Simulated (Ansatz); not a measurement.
Reaction (ligand exchange at the Si–O bond): `O[Si](F)(F)F` + H₂Se → `F[Si](F)(F)[SeH]` + H₂O

Calculated with Ansatz (gas phase, PBE0-D4/def2-TZVP geometries, no zero-point term in ΔE). CCSD(T)/CBS is the MP2 limit (def2-TZVPP, def2-QZVPP) plus CCSD(T) − MP2 in def2-TZVPP, frozen cores. This one scheme is used for every species. DFT in def2-TZVPP. For Se outer-core shells are correlated without core-valence functions, which leaves a few kJ/mol of doubt a bond. Scalar relativity is left out up to krypton. Each species was taken in one conformer, which may not be the lowest.

`O[Si](F)(F)F`:

```xyz
6

O     1.030   -0.728    0.178
Si   -0.303    0.092   -0.173
F    -0.008    1.598   -0.516
F    -1.336    0.092    1.012
F    -0.964   -0.588   -1.418
H     1.581   -0.466    0.916
```

H₂Se:

Cartesian coordinates in Å:
```
Se -0.379 0.538 -0.187
H 0.654 -0.268 -0.845
H -0.276 -0.270 1.033
```

`F[Si](F)(F)[SeH]`:

Cartesian coordinates in Å:
```
F 0.574 -1.530 -0.559
Si -0.143 -0.410 0.282
F -0.041 -0.791 1.805
F -1.659 -0.450 -0.140
Se 0.782 1.605 0.026
H 0.487 1.575 -1.414
```

H₂O:

Z-matrix (Å, degrees):
```
O
H 1 0.960
H 1 0.960 2 105.1
```

```csv
level,ΔE (eV)
LDA (SPW92),0.58
r2SCAN,0.63
```

Task: What does CCSD(T)/CBS give? (Best estimate.)

Result: Computed: +0.59 eV. The listed levels differ from it by -0.01, 0.04 eV.

Largest T1 diagnostic among the species: 0.011.

In def2-TZVPP, CCSD(T) changes the Hartree–Fock value by −0.20 eV (the triples alone add −0.04 eV) and MP2 by −0.25 eV. From PBE to PBE0 (25 % exact exchange), in def2-TZVPP and without D4, ΔE moves by +0.06 eV.
